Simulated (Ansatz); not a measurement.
Geometry optimisation, Ansatz 0.2.0, UHF/def2-mTZVP.

input.yaml

```yaml
crystal:
  periodic: [false, false, false]
  atoms:
    - { symbol: S, position_ang: [1.2217, -0.903, 0.557] }
    - { symbol: Ge, position_ang: [-0.3722, 0.6481, 0.0166] }
    - { symbol: H, position_ang: [-0.93079, 0.3959, 1.41848] }
    - { symbol: H, position_ang: [-1.2884, 0.0486, -1.0053] }
    - { symbol: H, position_ang: [0.3187, 1.8845, -0.6279] }
magnetization:
  spin_polarized: true
  initial_magnetization: 1
basis:
  gaussian: { orbitals: def2-mTZVP }
hamiltonian:
  xc: hf
relax:
  f_tol: 0.02
  max_steps: 50
```

Launched with:

```bash
$ ansatz run input.yaml --threads 1 --pin off --max-ram 2048MiB --backend cpu --events-out ev --progress --plain --runs-dir out
```

Where does it end, and by what steps?

It converged. After 4 steps the energy has fallen by 0.429 eV; H3 moved furthest, 0.31 Å.

```tsv
step	energy less start (eV)	largest force component (eV/Å)	accepted
0	0.0000	1.414	yes
1	-0.3634	0.561	yes
2	-0.4265	0.200	yes
3	-0.4288	0.026	yes
4	-0.4289	0.003	yes
```

```xyz
5
Properties=species:S:1:pos:R:3
S 1.322 -0.952 0.409
Ge -0.324 0.520 0.033
H -1.036 0.686 1.378
H -1.283 -0.031 -1.025
H 0.270 1.850 -0.436
```

Whether the end is a true minimum wasn't checked by a vibrational analysis.

Run time: 45 s on 1 thread of Intel(R) Xeon(R) Processor @ 2.50GHz (Skylake/Cascade Lake) (shared host), peak memory 0.17 GiB.
